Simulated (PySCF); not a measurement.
Job file and geometry (Å, from GFN2-xTB) of an NMR shielding run on SMILES O=C1CC[C@H]1CB(F)F, C$_{5}$H$_{7}$BF$_{2}$O, GIAO PBE0/pcSseg-1 NMR shielding, non-relativistic, gas phase (PySCF 2.14.0, density-fitted response routines); density fitting, a coarse starting grid and PySCF grid level 2 are the driver's defaults:

```
$ OMP_NUM_THREADS=1 python probes_run.py task.json out

{"job": {"kind": "nmr", "xc": "PBE0", "basis": "pcSseg-1"}, "charge": 0, "multiplicity": 1}
O     -0.420852    -2.167936    -0.199301
C     -0.714407    -1.012569    -0.107087
C     -1.624710    -0.221023     0.802107
C     -1.103190     1.071440     0.147357
C     -0.253457     0.240272    -0.839708
C      1.259696     0.470603    -0.869870
B      2.015347     0.304266     0.509596
F      3.327207     0.405406     0.587510
F      1.433492     0.079706     1.668725
H     -2.682268    -0.429483     0.651894
H     -1.393381    -0.342197     1.858177
H     -0.506550     1.684158     0.817696
H     -1.866053     1.688804    -0.320555
H     -0.643978     0.269161    -1.859770
H      1.704015    -0.230722    -1.582243
H      1.461491     1.466541    -1.275939
```

Task: What does the program print?

Result: 
```
coarse grid: 14120 points
cycle   1  E = -493.7918890142  dE =  1.350e+00  |g| = 9.446e-01  |ddm| = 3.665e+00
cycle   2  E = -493.4263075288  dE =  3.656e-01  |g| = 1.715e+00  |ddm| = 2.280e+00
cycle   3  E = -493.9422288315  dE = -5.159e-01  |g| = 2.703e-01  |ddm| = 1.749e+00
cycle   4  E = -493.9566446608  dE = -1.442e-02  |g| = 6.095e-02  |ddm| = 2.263e-01
cycle   5  E = -493.9571874258  dE = -5.428e-04  |g| = 1.941e-02  |ddm| = 5.022e-02
cycle   6  E = -493.9572595261  dE = -7.210e-05  |g| = 4.648e-03  |ddm| = 1.509e-02
cycle   7  E = -493.9572634617  dE = -3.936e-06  |g| = 1.035e-03  |ddm| = 4.002e-03
final grid: 139272 points
cycle   8  E = -494.0298789031  dE = -6.126e-05  |g| = 1.347e-02  |ddm| = 3.356e-02
cycle   9  E = -494.0297819359  dE =  9.697e-05  |g| = 2.625e-02  |ddm| = 2.920e-02
cycle  10  E = -494.0299150022  dE = -1.331e-04  |g| = 2.465e-03  |ddm| = 2.052e-02
cycle  11  E = -494.0299162504  dE = -1.248e-06  |g| = 2.234e-04  |ddm| = 1.907e-03
cycle  12  E = -494.0299162595  dE = -9.151e-09  |g| = 1.044e-04  |ddm| = 2.956e-04
cycle  13  E = -494.0299162613  dE = -1.798e-09  |g| = 3.256e-05  |ddm| = 9.048e-05
cycle  14  E = -494.0299162615  dE = -1.737e-10  |g| = 7.564e-06  |ddm| = 2.443e-05
converged SCF energy = -494.0299162615

GIAO shielding tensors (ppm)
atom      isotropic    diamagn.    paramagn.     s11        s22        s33       span
  0 O     -330.431     400.697    -731.127   -880.508   -423.160    312.377   1192.885
  1 C      -32.079     249.379    -281.458   -116.740    -77.769     98.271    215.011
  2 C      140.374     256.490    -116.116    107.212    146.111    167.799     60.588
  3 C      168.010     251.742     -83.732    146.422    173.315    184.293     37.872
  4 C      131.163     255.788    -124.625     97.162    140.158    156.169     59.008
  5 C      169.938     251.970     -82.032    155.542    167.256    187.015     31.473
  6 B       71.968     192.187    -120.219     45.824     80.161     89.919     44.095
  7 F      232.659     464.844    -232.186     51.115    289.376    357.485    306.370
  8 F      238.020     471.859    -233.839     60.431    286.615    367.013    306.582
  9 H       28.569      29.615      -1.046     24.633     27.057     34.018      9.385
 10 H       28.382      30.330      -1.948     25.171     26.554     33.420      8.249
 11 H       30.118      31.810      -1.692     27.147     29.596     33.611      6.464
 12 H       29.550      30.580      -1.030     26.149     26.952     35.550      9.401
 13 H       28.508      32.337      -3.828     24.594     28.781     32.150      7.556
 14 H       30.016      30.169      -0.154     25.128     28.330     36.590     11.462
 15 H       30.388      29.675       0.714     25.943     28.943     36.279     10.337
```

Size and cost of the density-fitted run: 188 basis functions, 40 s wall time on 1 thread of an Arm Neoverse V1, shared host; peak memory 0.84 GiB.
